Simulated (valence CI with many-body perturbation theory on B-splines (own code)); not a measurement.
**C: calculation against measured levels**

Level of theory: relativistic CI+MBPT: four valence electrons over a frozen Dirac-Fock core [He], a basis of 11 s, 11 p, 10 d, 8 f, 5 g, 2 h functions for each j, with the one-electron correlation potential Σ1 (screened to all orders), the two-electron term Σ2, the three-electron term Σ3, Breit, model QED; selected single and double excitations, second order for the rest, scaled by the run's own slope (own B-spline code, finite nucleus).

Set against measurement, 36 paired levels are off by 59 cm⁻¹ on average, the worst by 232. These come from a selection out of the NIST Handbook of Basic Atomic Spectroscopic Data. Levels without a partner in it may be off by more. Among the levels kept, up to 1800 cm⁻¹ of a level comes from second order outside the variational space, and about a tenth of that is noise between levels of different J, which matters for small intervals.

Measured levels: NIST Handbook of Basic Atomic Spectroscopic Data (Sansonetti and Martin, J. Phys. Chem. Ref. Data 34, 1559 (2005)). Pairs share parity and J, and are chosen by configuration, term and nearness in energy; levels without a clear partner are left out. Energies in cm⁻¹ above the measured ground level.

Names give the largest LS component (configuration and term), which can be under half, so a name can repeat, a term be missing and a line seem to break the LS rules; names also repeat where a configuration has a term twice.

| Computed label | Label in the source | Measured | Computed | Difference |
| --- | --- | --- | --- | --- |
| 2s2 2p2 3P_0 | 2s2 2p2 3P | 0 | 0.0 | 0 |
| 2s2 2p2 3P_1 | 2s2 2p2 3P | 16.4 | 42.7 | +26 |
| 2s2 2p2 3P_2 | 2s2 2p2 3P | 43.4 | 156.3 | +113 |
| 2s2 2p2 1D_2 | 2s2 2p2 1D | 10192.7 | 10424.9 | +232 |
| 2s2 2p2 1S_0 | 2s2 2p2 1S | 21648.0 | 21802.5 | +155 |
| 2s 2p3 5S°_2 | 2s 2p3 5S° | 33735.2 | 33637.8 | -97 |
| 2s2 2p 3s 3P°_0 | 2s2 2p(2P°) 3s 3P° | 60333.4 | 60244.4 | -89 |
| 2s2 2p 3s 3P°_1 | 2s2 2p(2P°) 3s 3P° | 60352.6 | 60314.8 | -38 |
| 2s2 2p 3s 3P°_2 | 2s2 2p(2P°) 3s 3P° | 60393.2 | 60350.0 | -43 |
| 2s2 2p 3s 1P°_1 | 2s2 2p(2P°) 3s 1P° | 61981.8 | 61953.9 | -28 |
| 2s 2p3 3D°_3 | 2s 2p3 3D° | 64086.9 | 64244.2 | +157 |
| 2s 2p3 3D°_1 | 2s 2p3 3D° | 64089.9 | 64161.9 | +72 |
| 2s 2p3 3D°_2 | 2s 2p3 3D° | 64091.0 | 64183.7 | +93 |
| 2s2 2p 3p 1P_1 | 2s2 2p(2P°) 3p 1P | 68856.3 | 68809.7 | -47 |
| 2s2 2p 3p 3D_1 | 2s2 2p(2P°) 3p 3D | 69689.5 | 69637.9 | -52 |
| 2s2 2p 3p 3D_2 | 2s2 2p(2P°) 3p 3D | 69710.7 | 69732.8 | +22 |
| 2s2 2p 3p 3D_3 | 2s2 2p(2P°) 3p 3D | 69744.0 | 69736.8 | -7 |
| 2s2 2p 3p 3S_1 | 2s2 2p(2P°) 3p 3S | 70743.9 | 70683.5 | -60 |
| 2s2 2p 3p 3P_0 | 2s2 2p(2P°) 3p 3P | 71352.5 | 71268.8 | -84 |
| 2s2 2p 3p 3P_1 | 2s2 2p(2P°) 3p 3P | 71364.9 | 71305.8 | -59 |
| 2s2 2p 3p 3P_2 | 2s2 2p(2P°) 3p 3P | 71385.4 | 71380.4 | -5 |
| 2s2 2p 3p 1D_2 | 2s2 2p(2P°) 3p 1D | 72610.7 | 72641.4 | +31 |
| 2s2 2p 3p 1S_0 | 2s2 2p(2P°) 3p 1S | 73975.9 | 73958.8 | -17 |
| 2s 2p3 3P°_1 | 2s 2p3 3P° | 75254.0 | 75362.9 | +109 |
| 2s 2p3 3P°_2 | 2s 2p3 3P° | 75255.3 | 75400.0 | +145 |
| 2s 2p3 3P°_0 | 2s 2p3 3P° | 75256.1 | 75306.5 | +50 |
| 2s2 2p 3d 1D°_2 | 2s2 2p(2P°) 3d 1D° | 77679.8 | 77698.0 | +18 |
| 2s2 2p 4s 3P°_0 | 2s2 2p(2P°) 4s 3P° | 78105.0 | 78012.3 | -93 |
| 2s2 2p 4s 3P°_1 | 2s2 2p(2P°) 4s 3P° | 78116.8 | 78077.3 | -39 |
| 2s2 2p 4s 3P°_2 | 2s2 2p(2P°) 4s 3P° | 78148.1 | 78109.6 | -38 |
| 2s2 2p 3d 3F°_2 | 2s2 2p(2P°) 3d 3F° | 78199.1 | 78197.8 | -1 |
| 2s2 2p 3d 3F°_3 | 2s2 2p(2P°) 3d 3F° | 78215.5 | 78234.9 | +19 |
| 2s2 2p 3d 3F°_4 | 2s2 2p(2P°) 3d 3F° | 78249.9 | 78219.8 | -30 |
| 2s2 2p 3d 3D°_1 | 2s2 2p(2P°) 3d 3D° | 78293.5 | 78321.8 | +28 |
| 2s2 2p 3d 3D°_2 | 2s2 2p(2P°) 3d 3D° | 78307.6 | 78316.1 | +8 |
| 2s2 2p 3d 3D°_3 | 2s2 2p(2P°) 3d 3D° | 78318.2 | 78327.5 | +9 |
| 2s2 2p 3d 1P°_1 | 2s2 2p(2P°) 3d 1P° | 78731.3 | 78740.6 | +9 |

Over 36 excited levels the mean absolute difference is 59 cm⁻¹, the median 41 and the largest 232. The comparison draws on a selection of the measured levels: 37 of the 194 computed ones have a partner in it, and others may be off by more.

Rates against NIST Handbook of Basic Atomic Spectroscopic Data (Sansonetti and Martin, J. Phys. Chem. Ref. Data 34, 1559 (2005)):

| λ vac, measured (nm) | Upper | Lower | A computed (s⁻¹) | A tabulated (s⁻¹) |
| --- | --- | --- | --- | --- |
| 127.72 | 2s2 2p 3d 3D°_1 | 2s2 2p2 3P_0 | 8.60e+07 | 1.27e+08 |
| 127.73 | 2s2 2p 3d 3D°_2 | 2s2 2p2 3P_1 | 1.74e+08 | 1.73e+08 |
| 127.75 | 2s2 2p 3d 3D°_1 | 2s2 2p2 3P_1 | 7.70e+07 | 9.12e+07 |
| 127.76 | 2s2 2p 3d 3D°_3 | 2s2 2p2 3P_2 | 2.15e+08 | 2.31e+08 |
| 128.03 | 2s2 2p 4s 3P°_2 | 2s2 2p2 3P_2 | 6.38e+07 | 5.77e+07 |
| 156.07 | 2s 2p3 3D°_2 | 2s2 2p2 3P_1 | 9.28e+07 | 9.08e+07 |
| 156.07 | 2s 2p3 3D°_1 | 2s2 2p2 3P_1 | 5.22e+07 | 5.05e+07 |
| 156.14 | 2s 2p3 3D°_3 | 2s2 2p2 3P_2 | 1.26e+08 | 1.21e+08 |
| 165.63 | 2s2 2p 3s 3P°_2 | 2s2 2p2 3P_1 | 8.38e+07 | 8.58e+07 |
| 165.69 | 2s2 2p 3s 3P°_1 | 2s2 2p2 3P_0 | 1.12e+08 | 1.13e+08 |
| 165.70 | 2s2 2p 3s 3P°_2 | 2s2 2p2 3P_2 | 2.49e+08 | 2.52e+08 |
| 165.74 | 2s2 2p 3s 3P°_1 | 2s2 2p2 3P_1 | 8.35e+07 | 8.64e+07 |
| 165.79 | 2s2 2p 3s 3P°_0 | 2s2 2p2 3P_1 | 3.34e+08 | 3.43e+08 |
| 165.81 | 2s2 2p 3s 3P°_1 | 2s2 2p2 3P_2 | 1.39e+08 | 1.44e+08 |
| 175.18 | 2s2 2p 3d 1P°_1 | 2s2 2p2 1S_0 | 9.34e+07 | 9.07e+07 |
| 193.09 | 2s2 2p 3s 1P°_1 | 2s2 2p2 1D_2 | 3.30e+08 | 3.51e+08 |
| 247.93 | 2s2 2p 3s 1P°_1 | 2s2 2p2 1S_0 | 2.90e+07 | 3.40e+07 |
| 833.74 | 2s2 2p 3p 1S_0 | 2s2 2p 3s 1P°_1 | 3.42e+07 | 3.51e+07 |
| 940.83 | 2s2 2p 3p 1D_2 | 2s2 2p 3s 1P°_1 | 2.89e+07 | 2.91e+07 |
| 1175.65 | 2s2 2p 3d 3F°_4 | 2s2 2p 3p 3D_3 | 2.70e+07 | 2.63e+07 |
| 1175.80 | 2s2 2p 3d 3F°_3 | 2s2 2p 3p 3D_2 | 2.41e+07 | 2.40e+07 |
